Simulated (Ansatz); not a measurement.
C₂HCl₃, charge -1, doublet, at a GFN2-xTB geometry (a state made from the parent by changing its charge; the spin is typed, not shown lowest) (a gas-phase anion, which may not be bound at this level). Base run: PBE/STO-3G (Ansatz, a program for electronic structure).

Geometry (Å):
```xyz
6

Cl     2.2261     0.5536     0.1546
C      0.9695    -0.6191    -0.0621
C     -0.2693    -0.3578     0.3682
Cl    -1.1270     1.4927    -0.3372
Cl    -1.4250    -1.6111     0.1044
H      1.3392    -1.5368    -0.5081
```
Charge -1, spin multiplicity 2.
Orbitals are unrestricted.
All else is at Ansatz's defaults.

The base run was repeated with changes; each row names its change, and settings that it needs were set with it.

```
change                                   E (Eh)  SCF-reference <S^2>
----------------------------------  -----------  -------------------
base                                -1440.59306                0.751
functional = BHLYP                  -1441.30618                0.756
functional = B97M-V                 -1441.19502                0.751
functional = r2scan                 -1441.24543                0.752
functional = B2PLYP                 -1440.66676                0.757
functional = PBE-QIDH               -1440.41793                0.759
functional = PBE0-DH                -1440.74578                0.756
functional = wB97X-V                -1441.14846                0.754
functional = hse06                  -1440.79073                0.753
functional = pbe0; dispersion = d4  -1440.82450                0.753
functional = lc_wpbe                -1440.84727                0.756
functional = B2GP-PLYP              -1440.49728                0.759
functional = hf                     -1438.95151                0.785
```

Absolute energies of different levels of theory aren't comparable as measures of quality.

A gas-phase anion may not be bound at this level; its values then depend on the basis.
